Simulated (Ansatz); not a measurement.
Gas-phase electronic energies from Ansatz, PBE0-D4/def2-TZVP geometries. CCSD(T)/CBS adds triple-zeta CCSD(T) − MP2 to the extrapolated MP2 energy (def2 sets, frozen cores). This one scheme is used for every species. DFT in def2-TZVPP. For Sc outer-core shells are correlated without core-valence functions, which leaves a few kJ/mol of doubt a bond. Scalar relativity is left out up to krypton. One conformer a species, not always the lowest.

Consider the ligand exchange at the Sc–F bond: `[NH2][Sc]([OH])[F]` + HCl → `[NH2][Sc]([OH])[Cl]` + H–F.

(1) Is it downhill or uphill in electronic energy at CCSD(T)/CBS, and by how much? (An estimate is asked.)

(2) What do these levels give: LDA (SPW92), B97M-V, CAM-B3LYP, LC-ωPBE, RPA@PBE/def2-TZVPP, SCS-MP2/def2-TZVPP? (An estimate is asked.)

(3) What do rigid-rotor, harmonic-oscillator terms from PBE0-D4/def2-TZVP frequencies (298.15 K, 1 bar) make of the CCSD(T)/CBS value? (Best estimate.)

Largest T1 diagnostic among the species: 0.016.

## Answers

(1) Ansatz gave: Downhill: ΔE = -3.2 kJ/mol.

(2) The calculation gave: LDA (SPW92) 9.5, B97M-V 5.7, CAM-B3LYP 13.3, LC-ωPBE 13.5, RPA@PBE/def2-TZVPP 5.1, SCS-MP2/def2-TZVPP 2.4 kJ/mol.

(3) The calculation gave: ΔZPE = +5.0 kJ/mol, ΔH = +2.6 kJ/mol, ΔS = 0 J/(mol·K), ΔG = +2.5 kJ/mol.

From r2SCAN to r2SCAN0 (25 % exact exchange), in def2-TZVPP and without D4, ΔE moves by −6.4 kJ/mol. In def2-TZVPP, CCSD(T) changes the Hartree–Fock value by +6.6 kJ/mol (the triples alone add −0.5 kJ/mol) and MP2 by +3.5 kJ/mol. Leaving LDA and LC-ωPBE aside and taking each functional with its dispersion term where it has one, the values, not all of them listed here, spread over 15.9 kJ/mol, from PBE-QIDH to BLYP-D4.
